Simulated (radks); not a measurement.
The nuclear charge of the bromine ion Br2+ is varied continuously with 33 electrons held in [Ar] 3d10 4s2 4p3. Calculated with a radial shooting solver on a logarithmic mesh with Libxc functionals: scalar-relativistic Kohn-Sham, PBE, spin-unpolarised, spherical densities, finite nucleus; Fermi nuclear charge, rms radius 4.1629 fm. By the Hellmann-Feynman theorem dE/dZ = E(electron-nucleus)/Z, the electronic potential at the nucleus (averaged over a nucleus of fixed radius). The scalar-relativistic energy here is not variational (the density holds large components alone), so the two differ by a part that grows with Z.

Z      E (hartree)  E(electron-nucleus)/Z (hartree)  HOMO  e(HOMO) (eV)  <r> HOMO (bohr)
34.5   -2516.47249                         -175.285    4p       -21.517            1.974
34.75  -2560.57141                         -176.974    4p       -24.799            1.911
35     -2605.09445                         -178.664    4p       -28.226            1.853
35.25  -2650.04165                         -180.353    4p       -31.795            1.800
35.5   -2695.41306                         -182.043    4p       -35.502            1.751
35.75  -2741.20879                         -183.733    4p       -39.345            1.706
36     -2787.42898                         -185.424    4p       -43.323            1.663

The central difference of E at Z = 35 is -178.940 hartree, to compare with the third column; the second derivative is -6.79 hartree.
